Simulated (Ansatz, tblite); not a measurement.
Adding an electron: Rb₃H₃⁺ (the lowest doublet isomer of a short search). Total charge 1; doublet. Geometry: PBE0-D4/def2-TZVP. Ansatz, gas phase; energy differences of separate SCF runs; the reduced species is a singlet (the triplet lies 0.25 eV higher at PBE0-D4/def2-TZVP).

Cartesian coordinates in Å:
```
Rb -0.307 1.794 0.124
Rb -0.331 6.575 -2.034
Rb -0.362 -2.789 2.350
H -0.323 -0.542 1.234
H 0.554 -2.213 -0.648
H 0.769 -2.825 -1.026
```

In the def2 sets Rb takes a core potential; there is no spin–orbit coupling. The xTB rows come from tblite. In the doublet, H5 and H6 lie 0.75 Å apart (atoms count from 1), so H2 has formed as a molecule. The structure comes from a short search, and lower isomers may exist.

```
              level  −HOMO (eV)  −LUMO (eV)  vertical EA (eV)  HOMO–LUMO gap (eV)                                 remarks
r2SCAN-D4/def2-TZVP        4.98        3.90              2.83                1.08  restricted singlet, untested (singlet)
  PBE0-D4/def2-TZVP        5.45        3.77              3.02                1.68  restricted singlet, untested (singlet)
```

Problem. Estimate the rows for GFN2-xTB, PBE-D4/def2-TZVP.

Solution. 
```json
{"level": "GFN2-xTB", "−HOMO (eV)": "–", "−LUMO (eV)": "–", "vertical EA (eV)": "6.70", "HOMO–LUMO gap (eV)": "–", "remarks": "–"}
{"level": "PBE-D4/def2-TZVP", "−HOMO (eV)": "5.03", "−LUMO (eV)": "4.38", "vertical EA (eV)": "3.25", "HOMO–LUMO gap (eV)": "0.65", "remarks": "restricted singlet, untested (singlet)"}
```

  HOMO and LUMO are the levels of the spin that leaves or enters (xTB has no such levels and no spin-polarisation term). Other spin states of the ions may lie lower, which would lower the ionisation energy or raise the affinity. Raw xTB energy differences between charge states are shifted by several eV; the methods need an empirical correction for them.
